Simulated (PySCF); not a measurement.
Ligand exchange on a metal centre used in film growth or etching (Cd Cl-OH). Gas-phase values, no solvent. One relaxed conformer stands for each flexible species; it need not be the lowest.

The charge on the central atom (Mulliken) from two functionals at the same geometries (TPSS-D3(BJ)/def2-SVP), both in PySCF: PBE-D3(BJ)/def2-TZVP and B3LYP-D3(BJ)/def2-TZVP. B3LYP has the VWN-RPA correlation part, as in Gaussian. 

```json
[
 {"species": "0 of 2 Cl replaced by OH ([Cd(Cl)2])", "PBE-D3(BJ)/def2-TZVP (e)": "0.74"},
 {"species": "1 of 2 Cl replaced by OH ([Cd(Cl)(OH)])", "PBE-D3(BJ)/def2-TZVP (e)": "0.76"},
 {"species": "2 of 2 Cl replaced by OH ([Cd(OH)2])", "PBE-D3(BJ)/def2-TZVP (e)": "0.77"}
]
```

Q: What does B3LYP-D3(BJ)/def2-TZVP give for each?

A: 
- 0 of 2 Cl replaced by OH ([Cd(Cl)2]): 0.80
- 1 of 2 Cl replaced by OH ([Cd(Cl)(OH)]): 0.84
- 2 of 2 Cl replaced by OH ([Cd(OH)2]): 0.87
Over these rows, drawn at random from the members with no instability flagged (it was tested for open shells, ions and some series alone), PBE minus B3LYP-D3(BJ): mean -0.08 e, from -0.10 e to -0.06 e.
